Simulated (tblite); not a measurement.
Species: C₅H₁₂OSi₂.
Numbering: `[CH3:1][C:2]1=[C:3]([CH2:4][CH2:5][OH:6])[SiH2:7][SiH2:8]1` (hydrogens: H9, H10, H11 on C1; H12, H13 on C4; H14, H15 on C5; H16 on O6; H17, H18 on Si7; H19, H20 on Si8)

Computed geometry: GFN2-xTB, gas phase.

Task: List the bond lengths, angles and torsions at this level.

Result: 
```json
{"bond": "C1–C2", "length (Å)": "1.490"}
{"bond": "C2=C3", "length (Å)": "1.345"}
{"bond": "C3–C4", "length (Å)": "1.495"}
{"bond": "C4–C5", "length (Å)": "1.529"}
{"bond": "C5–O6", "length (Å)": "1.409"}
{"bond": "C3–Si7", "length (Å)": "1.905"}
{"bond": "Si7–Si8", "length (Å)": "2.336"}
{"bond": "C2–Si8", "length (Å)": "1.909"}
{"bond": "C1–H9, C1–H10, C1–H11", "length (Å)": "1.090"}
{"bond": "C4–H12, C4–H13", "length (Å)": "1.096"}
{"bond": "C5–H14, C5–H15", "length (Å)": "1.096"}
{"bond": "O6–H16", "length (Å)": "0.964"}
{"bond": "Si7–H17, Si7–H18", "length (Å)": "1.466"}
{"bond": "Si8–H19, Si8–H20", "length (Å)": "1.471"}
```

Bonds in one row agree within 0.01 Å and their mean is given. A selection of angles:
```json
{"angle": "C2–C1–H9", "degrees": "110.0"}
{"angle": "C2–C1–H10", "degrees": "112.6"}
{"angle": "H9–C1–H10", "degrees": "108.9"}
{"angle": "H9–C1–H11", "degrees": "107.4"}
{"angle": "C1–C2–C3", "degrees": "127.6"}
{"angle": "C1–C2–Si8", "degrees": "128.1"}
{"angle": "C3–C2–Si8", "degrees": "104.3"}
{"angle": "C2–C3–C4", "degrees": "128.1"}
{"angle": "C2–C3–Si7", "degrees": "105.8"}
{"angle": "C4–C3–Si7", "degrees": "126.0"}
{"angle": "C3–C4–C5", "degrees": "109.8"}
{"angle": "C3–C4–H12", "degrees": "109.4"}
{"angle": "C3–C4–H13", "degrees": "112.0"}
{"angle": "C5–C4–H12", "degrees": "109.0"}
{"angle": "H12–C4–H13", "degrees": "107.6"}
{"angle": "C4–C5–O6", "degrees": "112.0"}
{"angle": "C4–C5–H14", "degrees": "110.5"}
{"angle": "C4–C5–H15", "degrees": "109.9"}
{"angle": "O6–C5–H14", "degrees": "110.4"}
{"angle": "O6–C5–H15", "degrees": "105.3"}
{"angle": "H14–C5–H15", "degrees": "108.6"}
{"angle": "C5–O6–H16", "degrees": "108.5"}
{"angle": "C3–Si7–Si8", "degrees": "74.6"}
{"angle": "C3–Si7–H17", "degrees": "115.0"}
{"angle": "C3–Si7–H18", "degrees": "117.1"}
{"angle": "Si8–Si7–H17", "degrees": "118.6"}
{"angle": "H17–Si7–H18", "degrees": "108.8"}
{"angle": "Si7–Si8–H19", "degrees": "123.9"}
{"angle": "Si7–Si8–H20", "degrees": "124.7"}
{"angle": "C2–Si8–Si7", "degrees": "75.3"}
{"angle": "C2–Si8–H19", "degrees": "112.0"}
{"angle": "H19–Si8–H20", "degrees": "104.6"}
```

Torsions: C1–C2–C3–C4 -1° (synperiplanar); C2–C3–C4–C5 -153° (antiperiplanar); C3–C4–C5–O6 -54° (synclinal); C2–C3–Si7–Si8 0° (synperiplanar); C3–Si7–Si8–C2 0° (synperiplanar); C1–C2–Si8–Si7 -179° (antiperiplanar); H16–O6–C5–C4 -58° (synclinal). The mirror-image conformer, all signs reversed, is as good.

Si7 (SiH2 silicon) has angles from 74.6° to 119.3°. Of the pairs four or more bonds apart, O6···Si7 is among the closest relative to their van der Waals radii: 2.74 Å, 76 % of the sum of Bondi's values. Si8 (SiH2 silicon) has angles from 75.3° to 124.7°. The C–C distances run from 1.345 Å (C2=C3, drawn double) to 1.529 Å (C4–C5, drawn single), a spread of 0.184 Å. The 4-membered ring C2–C3–Si7–Si8 has internal angles of 74.6° to 105.8°; it is planar, 0.00 Å rms from its mean plane, widest ring torsion 0°.

Point group: C1 (no symmetry element, even within 0.4 Å). Its GFN2-xTB frequencies are all real (lowest 61 cm⁻¹). The numbers are those of one conformer (C2–C3–C4–C5 -153°, C3–C4–C5–O6 -54°, C4–C5–O6–H -58°). 3 starts were optimised and ended at 0.00, 0.86 and 3.51 kcal/mol (GFN2-xTB); the lowest of these is shown.
